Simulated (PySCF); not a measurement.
## Rotational lines of CI⁺

Lines J+1 ← J of the vibrational ground state, computed from RHF-CCSD(T) constants of CI⁺, ¹Σ⁺ (singlet), closed shell (PySCF, scalar-relativistic core potentials, basis sets C aug-cc-pVDZ, I aug-cc-pVDZ-PP with ECP28; masses 12.0000 and 126.9045 u), in MHz:

```tsv
J	ν (MHz)
0	24277.7
1	48555.2
2	72832.0
3	97107.9
4	121382.5
```

Q: Find B0 and the effective bond length r0; with αe = 0.00272 cm⁻¹, find Re.

A: ν = 2B0(J+1) − 4D(J+1)³ gives B0 = 0.40491 cm⁻¹. With the reduced mass μred = 10.963 u, r0 = √(16.8576/(μred·B0)) (u, cm⁻¹, Å) = 1.9487 Å. Be = B0 + αe/2 = 0.40627 cm⁻¹ gives Re = 1.945 Å.

Correlated steps freeze 5 core orbitals. Correlated levels converge slowly with the basis: in double zeta they bind strong bonds too weakly, by up to about 1 eV, and carry superposition errors of some tenths. Spin–orbit coupling is left out, which matters for elements this heavy, above all for dissociation energies. For an ion De counts to the pair picked by the measured ionisation energies or electron affinities, which need not be the lowest pair at this level. Where the molecule has an RHF reference, its open-shell atoms are computed with UHF. The CCSD T1 diagnostic is raised, a sign that a single reference may not be enough here.
